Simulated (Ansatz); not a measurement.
```yaml
atoms:
  - { symbol: Al, position_ang: [0.0000, 0.0000, -1.0359] }
  - { symbol: N, position_ang: [0.0000, 0.0000, 1.0359] }
```

Basis set: 6-31G (spherical functions). Frozen core: 6 orbitals. Charge 0, multiplicity 3.

Computed with Ansatz (development build ahead of 0.2.0); the reference of a correlated method needn't be the lowest determinant of its kind.

Question: Give the atomization energy at this shape (free ground-state atoms in the same class of orbitals less the molecule, no zero-point energy) of triplet AlN by UHF-BCCD(T), UHF-CCSD(T).

Answer:

```
     method  atomization energy
UHF-BCCD(T)        139.4 kJ/mol
UHF-CCSD(T)        139.4 kJ/mol
```

Caution: the reference determinant was not shown to be the lowest.

This basis has no polarisation functions and is too small for such energies, which can lie far from measured ones in either direction.
